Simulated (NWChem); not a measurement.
System: CH5NOSi, singlet; SMILES CO[Si]N

Output (shortened):

```
             Northwest Computational Chemistry Package (NWChem) 7.3.0
             --------------------------------------------------------

 CS  symmetry detected

                             Geometry "geometry" -> ""
                             -------------------------

 Output coordinates in angstroms (scale by  1.889725989 to convert to a.u.)

  No.       Tag          Charge          X              Y              Z
 ---- ---------------- ---------- -------------- -------------- --------------
    1 Si                  14.0000     0.70631965    -0.82067480     0.00000000
    2 O                    8.0000     0.62737933     0.85343686     0.00000000
    3 C                    6.0000    -0.46562689     1.72215383     0.00000000
    4 H                    1.0000    -1.10306251     1.58845675     0.89400300
    5 H                    1.0000    -0.10356865     2.76217941     0.00000000
    6 H                    1.0000    -1.10306251     1.58845675    -0.89400300
    7 N                    7.0000    -0.96864549    -1.24948497     0.00000000
    8 H                    1.0000    -1.77966100    -0.63717461     0.00000000
    9 H                    1.0000    -1.24387533    -2.22649428     0.00000000

 Effective nuclear repulsion energy (a.u.)     163.0350956479

      Symmetry information
      --------------------

 Group name             Cs
 Group number              2
 Group order               2
 No. of unique centers     8

                                Z-matrix (autoz)
                                --------

 Units are Angstrom for bonds and degrees for angles

[...]

      ----------------------
      Optimization converged
      ----------------------

  Step       Energy      Delta E   Gmax     Grms     Xrms     Xmax
  ---- ---------------- -------- -------- -------- -------- --------
@    6    -456.60713755 -1.7D-07  0.00005  0.00001  0.00081  0.00168
                                     ok       ok       ok       ok

                                Z-matrix (autoz)
                                --------

 Units are Angstrom for bonds and degrees for angles

[...]

 Rotational Constants
 --------------------
 A=   0.386867 cm-1  (  0.556603 K)
 B=   0.148696 cm-1  (  0.213935 K)
 C=   0.109591 cm-1  (  0.157674 K)

 Temperature                      =   298.15K
 frequency scaling parameter      =   1.0000

 Zero-Point correction to Energy  =   46.332 kcal/mol  (  0.073834 au)
 Thermal correction to Energy     =   49.899 kcal/mol  (  0.079519 au)
 Thermal correction to Enthalpy   =   50.491 kcal/mol  (  0.080462 au)

 Total Entropy                    =   75.083 cal/mol-K
   - Translational                =   38.844 cal/mol-K (mol. weight =  75.0140)
   - Rotational                   =   25.040 cal/mol-K (symmetry #  =        1)
   - Vibrational                  =   11.199 cal/mol-K

 Cv (constant volume heat capacity) =   17.474 cal/mol-K
   - Translational                  =    2.979 cal/mol-K
   - Rotational                     =    2.979 cal/mol-K
   - Vibrational                    =   11.515 cal/mol-K

[normal modes left out]

 ----------------------------------------------------------------------------
 Normal Eigenvalue ||           Projected Infra Red Intensities
  Mode   [cm**-1]  || [atomic units] [(debye/angs)**2] [(KM/mol)] [arbitrary]
 ------ ---------- || -------------- ----------------- ---------- -----------
    1       -0.000 ||    0.000839           0.019         0.818       0.169
    2       -0.000 ||    0.006724           0.155         6.555       1.351
    3       -0.000 ||    0.000286           0.007         0.278       0.057
    4       -0.000 ||    0.002944           0.068         2.870       0.592
    5        0.000 ||    0.002647           0.061         2.580       0.532
    6        0.000 ||    0.000132           0.003         0.129       0.027
    7       80.130 ||    0.000372           0.009         0.363       0.075
    8      171.685 ||    0.002950           0.068         2.876       0.593
    9      173.880 ||    0.005742           0.132         5.598       1.154
   10      395.271 ||    0.017906           0.413        17.456       3.598
   11      508.487 ||    0.010722           0.247        10.452       2.155
   12      742.984 ||    0.036303           0.838        35.390       7.296
   13      758.981 ||    0.372163           8.586       362.803      74.791
   14      890.810 ||    0.058281           1.345        56.815      11.712
   15      926.201 ||    0.107986           2.491       105.270      21.701
   16     1225.145 ||    0.236649           5.460       230.697      47.558
   17     1273.112 ||    0.003850           0.089         3.753       0.774
   18     1300.725 ||    0.151729           3.501       147.913      30.492
   19     1640.994 ||    0.013409           0.309        13.072       2.695
   20     1690.077 ||    0.005409           0.125         5.273       1.087
   21     1694.744 ||    0.003639           0.084         3.547       0.731
   22     1782.484 ||    0.094322           2.176        91.950      18.955
   23     3169.177 ||    0.048307           1.114        47.092       9.708
   24     3207.924 ||    0.073701           1.700        71.847      14.811
   25     3275.670 ||    0.050171           1.157        48.909      10.082
   26     3708.399 ||    0.015049           0.347        14.670       3.024
   27     3808.094 ||    0.021299           0.491        20.764       4.280
 ----------------------------------------------------------------------------
```

Level: Hartree-Fock/3-21G. Low-valent species are run as closed-shell singlets; no triplet was tried in these runs.

### Question
Reconstruct the input file.

### Answer
This is not unique; one that fits is the input that was run:
```
start job
memory heap 200 mb stack 900 mb global 1100 mb
geometry units angstroms
  Si     0.746905    -0.810853     0.000000
  O      0.633447     0.861274     0.000000
  C     -0.477247     1.707259     0.000000
  H     -1.111789     1.560441     0.894003
  H     -0.136720     2.754532     0.000000
  H     -1.111789     1.560441    -0.894003
  N     -0.918858    -1.274124     0.000000
  H     -1.742332    -0.678674     0.000000
  H     -1.173875    -2.256603     0.000000
end
basis spherical
  * library 3-21g
end
dft
  xc hfexch
  iterations 150
end
driver
  maxiter 120
end
task dft optimize
task dft freq
```
